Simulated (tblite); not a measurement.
Start geometry of `CO[C@@H]1[Si@@H](SC)[C@@]1(C)C=O` from a force field or distance geometry (Å):
```
atom  x, y, z in Å
C1    -2.8814    1.6154    0.4460
O2    -2.0713    0.8297   -0.3544
C3    -0.8003    0.6462    0.1710
Si4    0.6557    0.4506   -0.9877
S5     2.3721    1.4572   -0.2525
C6     3.8088    0.4466    0.0395
C7    -0.2861   -0.7622    0.0620
C8    -1.1604   -1.7023   -0.7550
C9     0.3693   -1.4391    1.1957
O10    0.4273   -2.6767    1.1960
H11   -2.4472    2.6367    0.5650
H12   -3.1058    1.2108    1.4418
H13   -3.8431    1.7836   -0.0944
H14   -0.6247    1.1632    1.1410
H15    0.4195    0.3283   -2.4166
H16    3.6153   -0.5225    0.5451
H17    4.4848    0.9940    0.7719
H18    4.4019    0.3216   -0.8963
H19   -1.5078   -1.1745   -1.6665
H20   -0.5729   -2.6104   -1.0414
H21   -2.0693   -2.0342   -0.2021
H22    0.8052   -0.9426    2.0588
```

**Question.** What comes out of this run: GFN2-xTB geometry optimisation, gas phase (tblite 0.8.0)?

**Answer.** 
```
atom  x, y, z in Å
C1    -2.794    1.822    0.151
O2    -2.283    0.517    0.074
C3    -0.999    0.409    0.592
Si4    0.475    0.811   -0.523
S5     2.261    1.588    0.324
C6     3.465    0.270   -0.070
C7    -0.244   -0.854    0.180
C8    -0.920   -1.798   -0.782
C9     0.635   -1.462    1.165
O10    1.176   -2.541    1.059
H11   -2.150    2.523   -0.397
H12   -2.871    2.160    1.191
H13   -3.784    1.798   -0.298
H14   -0.942    0.661    1.655
H15    0.276    0.948   -1.952
H16    3.126   -0.673    0.344
H17    4.399    0.568    0.394
H18    3.588    0.201   -1.145
H19   -1.310   -1.271   -1.648
H20   -0.212   -2.560   -1.102
H21   -1.754   -2.290   -0.283
H22    0.851   -0.808    2.038
```

The energy falls by 0.728 eV over 137 L-BFGS steps, the largest force on an atom goes from 2.70 to 0.010 eV/Å, and the atoms move by 0.583 Å rms after alignment. The bond that changes most is Si4–C7 (SiH silicon to sp3 carbon bound to silicon), which lengthens by 0.085 Å. Bonds longer at the end by more than 0.005 Å: 6 of 22; shorter: 12. Among the angles that change most is Si4–S5–C6, from 116.1° to 101.8°. Among the dihedrals that turn most is C1–O2–C3–Si4, from -148° to -85°. Rotational constants go from 1189, 697.0, 512.0 to 1203, 759.5, 529.3 MHz. The orientation of the end geometry is arbitrary; only internal coordinates are fixed.

Hardware: one thread of an AMD EPYC 9R45, no GPU, shared host. Cost: 0.98 s of wall time.

Its GFN2-xTB frequencies are all real (lowest 60 cm⁻¹). The numbers are those of one conformer.

All values are computed, not measured.
